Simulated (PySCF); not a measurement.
C6H4BF4 (charge -1).
Atom-mapped SMILES: `[F:1][c:2]1[cH:3][cH:4][b-:5]([C:6]([F:7])([F:8])[F:9])[cH:10][cH:11]1`

NICS = −σ at a ghost point: NICS(0) at the centroid of the ring atoms, NICS(1) 1 Å to either side along the normal of their mean plane, zz for the tensor component along that normal. Level: GIAO CAM-B3LYP/pcSseg-2 (PySCF, non-relativistic, gas phase) on the PBE0-D3(BJ)/def2-SVP geometry, one conformer.

Ring bond lengths (Å): C2–C3 1.392, C3–C4 1.399, C4–B5 1.504, B5–C10 1.506, C10–C11 1.397, C11–C2 1.393.

Problem. Give the NICS values of each ring in ppm.

Solution. 
```json
{"ring": "C2–C3–C4–B5–C10–C11", "type": "6-membered ring with B; formal bonds all aromatic", "NICS(0)": "-9.2", "NICS(1), two faces": "-9.1 / -9.2", "NICS(1)zz, two faces": "-26.0 / -26.2", "rms pucker (Å)": "0.00", "centre to ring atoms, mean (Å)": "1.43"}
```

Problem. What do they say, and how far can they be read as aromaticity?

Solution. 
- C2–C3–C4–B5–C10–C11: mean NICS(1)zz -26.1 ppm, shielded.

Problem. What is the mean of the two in-plane components of NICS at the second NICS(1) probe listed for ring C2–C3–C4–B5–C10–C11, 1 Å off the ring?

Solution. The isotropic value is a third of the trace: (3 × -9.2 − (-26.2))/2 = -0.7 ppm.

Problem. List the ring angles.

Solution. 
- C2–C3–C4–B5–C10–C11: C2 123.2°, C3 120.7°, C4 119.3°, B5 116.8°, C10 119.2°, C11 120.8°; sum 720.0° against 720° for a flat convex ring.

Problem. How shielded are the nuclei of the rings and their hydrogens (means over atoms taken as equivalent)?

Solution. 
```
       atoms             environment  σ isotropic (ppm)
          C2     aromatic C–F carbon               12.7
     C3 (×2)      aromatic CH carbon               54.2
     C4 (×2)      aromatic CH carbon               49.6
          B5  three-coordinate boron               71.7
H on C3 (×2)       aromatic hydrogen              24.32
H on C4 (×2)       aromatic hydrogen              24.58
```

Problem. How do the values depend on the level or the medium?

Solution. 
| level | NICS(0), C2–C3–C4–B5–C10–C11 | mean NICS(1)zz, C2–C3–C4–B5–C10–C11 |
| --- | --- | --- |
| CAM-B3LYP/pcSseg-2, gas | -9.2 | -26.1 |
| PBE0/pcSseg-1, gas | -9.8 | -26.1 |

The geometry is the same throughout.

Shape of the structure used: `[F:1][c:2]1[cH:3][cH:4][b-:5]([C:6]([F:7])([F:8])[F:9])[cH:10][cH:11]1`: C4–B5–C6–F7 20°.
